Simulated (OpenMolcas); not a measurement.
Lines of Cl³⁺: computed and rescaled rates

```json
{
  "Program": "OpenMolcas 26.06",
  "Method": "SS-CASPT2, IPEA 0.25 Eh, imaginary shift 0.1 Eh (closed shells correlated: 2s 2p 3s)",
  "Basis": "ANO-RCC-VQZP [6s5p3d2f1g]",
  "Scalar Hamiltonian": "DKH2, point nucleus",
  "Active space": "2 electrons in 3 orbitals (3p)",
  "State averaging": "2S+1 = 3 even, 3 roots; 2S+1 = 1 even, 6 roots",
  "Spin-orbit coupling": "state interaction with AMFI integrals over the reference wave functions, term energies averaged over their components"
}
```

Rates come from the transition moments of the reference wave functions (E1 and E2 in the length form). At fixed line strength A goes as λ^-3 for E1 and M1 and as λ^-5 for E2, so a rate at the computed wavelength can be rescaled to the measured one. Measured vacuum wavelengths follow from level energies in Moore, Atomic Energy Levels, vol. I, NSRDS-NBS 35 (1971 reprint of NBS Circular 467, 1949). Branching counts decays inside the model space alone, at computed energies, and the table is only a selection of the E2 and M1 lines, drawn from those between levels with measured partners whose computed energy lies within a factor of 1.5 of the measured one.

| Upper | Lower | Type | λ computed (nm) | λ measured (nm) | A computed (s-1) | A rescaled (s-1) | Branching % |
| --- | --- | --- | --- | --- | --- | --- | --- |
| 3s² 3p² ³P₁ | 3s² 3p² ³P₀ | M1 | 22350 | 20370 | 1.62e-03 | 2.14e-03 | 100.0 |
| 3s² 3p² ³P₂ | 3s² 3p² ³P₁ | M1 | 12700 | 11760 | 6.60e-03 | 8.31e-03 | 100.0 |
| 3s² 3p² ¹D₂ | 3s² 3p² ³P₂ | M1 | 815.5 | 804.8 | 1.64e-01 |  | 71.1 |
| 3s² 3p² ¹D₂ | 3s² 3p² ³P₁ | M1 | 766.3 | 753.3 | 6.60e-02 |  | 28.6 |
| 3s² 3p² ¹S₀ | 3s² 3p² ¹D₂ | E2 | 522 | 532.4 | 3.45e+00 | 3.13e+00 | 60.3 |
| 3s² 3p² ¹S₀ | 3s² 3p² ³P₂ | E2 | 318.3 | 320.4 | 3.60e-02 |  | 0.6 |
| 3s² 3p² ¹S₀ | 3s² 3p² ³P₁ | M1 | 310.5 | 311.9 | 2.24e+00 |  | 39.1 |

Spin-changing lines and M1 lines between different terms are not rescaled, since their strength hangs on the term gaps too.

The largest correction is for 3s² 3p² ³P₁ → 3s² 3p² ³P₀ (M1): 1.62e-03 × (22350 / 20370)^3 = 2.14e-03 s-1, a factor of 1.32.

The computed rate and branching of 3s² 3p² ³P₁ → 3s² 3p² ³P₀ give the upper level a radiative lifetime of 1.000 / 1.62e-03 s-1 = 6.17e+02 s, counting decays inside the model space alone. The rescaled rate gives about 4.7e+02 s.

No measured rate stands beside these. Rescaling mends the energy factor alone: line strengths can still be far off where a level mixes with configurations outside the active space, and weak or spin-changing lines hang on small mixing coefficients that depend on the term gaps too, so rescaling need not improve them.

CASPT2 does not keep the components of a term degenerate, so their means are used; among the terms shown or strongly mixed into the levels shown the widest spread is 120 cm-1 (3s² 3p² ¹D). With the s shell closed, the reference lacks s² → p² mixing. Measured partners are found by configuration, term and J. A level has none where our copy of the source lacks it or the pairing is in doubt (some pairs that miss far off the trend of their configuration count as doubtful). Only configurations of the active space appear.
